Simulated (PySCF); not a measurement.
C₂H₆Si, SMILES C=C[SiH3]. Heavy atoms are numbered as in [SiH3:1][CH:2]=[CH2:3]. Hydrogens are named by the atom that carries them.

Geometry optimised at B3LYP-D3(BJ)/def2-TZVP.

Level of theory: r2SCAN/def2-TZVPD run with PySCF.

Mulliken values depend strongly on the basis, most of all with diffuse functions as here. ESP charges are fitted to the potential on shells at 1.4 to 2.0 van der Waals radii. Atomic charges (e), one atom of each kind:

```csv
atom,Mulliken,ESP fit,meta-Löwdin
Si1 (SiH3),0.21,0.25,0.49
C2 (CH),-0.07,-0.16,-0.35
C3 (CH2),-0.59,-0.39,-0.22
H on Si1,-0.05,-0.07,-0.10
H on C2,0.26,0.14,0.13
H on C3,0.17,0.17,0.12
```
